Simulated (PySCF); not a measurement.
Spinor energies of Ni¹¹⁺ (nickel, charge +11)

Start: [Ne] 3s2 3p5; 3p1/2 filled at m_j = +1/2; 3p3/2 filled at m_j = -3/2, -1/2, +1/2, +3/2. Calculated with PySCF 2.14 in an uncontracted even-tempered set (20 s from 0.76 bohr⁻², ratio 2.4; 14 p from 0.98 bohr⁻², ratio 2.4; 5 d from 5.8 bohr⁻², ratio 2.6; 4 f from 8.8 bohr⁻², ratio 2.6): generalised Hartree-Fock with the X2C-1e Hamiltonian and a Gaussian nucleus; one run each with spin-orbit coupling (SO) screened by Boettger's factors, then bare. This is a chosen level, not necessarily the ground level.

| spinor shell | electrons | ε, screened SO (eV) | ε, bare SO (eV) | weight of nominal j (bare SO) | rms radius, bare SO (bohr) |
| --- | --- | --- | --- | --- | --- |
| 1s1/2 | 2 | -8717.4 | -8717.4 | 1.000 | 0.0624 |
| 2s1/2 | 2 | -1367.2 | -1367.2 | 1.000 | 0.263 |
| 2p1/2 | 2 | -1227.2 | -1228.2 | 1.000 | 0.234 |
| 3s1/2 | 2 | -402.16 | -402.17 | 0.999 | 0.704 |
| 3p1/2 | 1 | -357.65 | -357.83 | 1.000 | 0.707 |
| 3p3/2 | 4 | -352.14 | -352.07 | 0.999 | 0.715 |

Problem. Where does 2p3/2 lie, and what is the 2p spin-orbit splitting (bare SO)?

Solution. At -1210.5 eV, 17.646 eV above 2p1/2.

```csv
quantity,screened SO,bare SO
E (hartree),-1470.63996,-1470.63961
M_J,1/2,1/2
⟨J²⟩,0.758,0.758
⟨L²⟩,2.007,2.008
⟨S²⟩,0.753,0.753
```

Each row is a mean over spinors that exchange with the open shell spreads, by up to 4.533 eV (2p1/2).
